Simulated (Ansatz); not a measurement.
Frontier orbitals of H3O3STa (`[OH][Ta]([OH])([OH])=[S]`).

```xyz
8

O     0.922   -0.877   -1.382
Ta    0.027    0.002    0.037
O    -0.423    1.755   -0.520
O    -1.569   -0.941    0.425
S     1.298    0.076    1.792
H     1.796   -1.264   -1.427
H    -0.182    2.608   -0.157
H    -1.868   -1.359    1.233
```

The species carries charge 0 and has multiplicity 1. Correlated methods include outer-core shells of Ta, which these sets cover unevenly. Ta takes the def2 core potential. The structure was optimised at the PBE0-D4/def2-TZVP level. It is one conformer, not always the lowest. Basis def2-TZVPP, Ansatz.

```tsv
functional	HOMO (eV)	LUMO (eV)
HSE06 (plane-wave form)	-7.16	-1.38
```

Question: Give HOMO and LUMO (eV) with LDA (SPW92), PBE, revPBE, BLYP, r2SCAN, B97M-V, PBE0, B3LYP, r2SCANh, r2SCAN0, BHLYP, CAM-B3LYP, LC-ωPBE, ωB97X-V, ωB97M-V, HF. (An estimate is asked.)

Answer: Computed: 
| functional | HOMO | LUMO |
| --- | --- | --- |
| LDA (SPW92) | -6.56 | -2.01 |
| PBE | -6.39 | -1.81 |
| revPBE | -6.32 | -1.74 |
| BLYP | -6.20 | -1.68 |
| r2SCAN | -6.67 | -1.67 |
| B97M-V | -6.66 | -1.56 |
| PBE0 | -7.56 | -1.00 |
| B3LYP | -7.31 | -1.21 |
| r2SCANh | -7.10 | -1.36 |
| r2SCAN0 | -7.75 | -0.90 |
| BHLYP | -8.54 | -0.03 |
| CAM-B3LYP | -8.80 | 0.11 |
| LC-ωPBE | -10.14 | 1.23 |
| ωB97X-V | -9.81 | 1.16 |
| ωB97M-V | -9.66 | 1.05 |
| HF | -10.06 | 2.10 |

B3LYP here is the variant with VWN-RPA as its local correlation; programs differ in this. LC-ωPBE has ω = 0.4 bohr⁻¹. Positive LUMOs are unbound and depend on the basis.
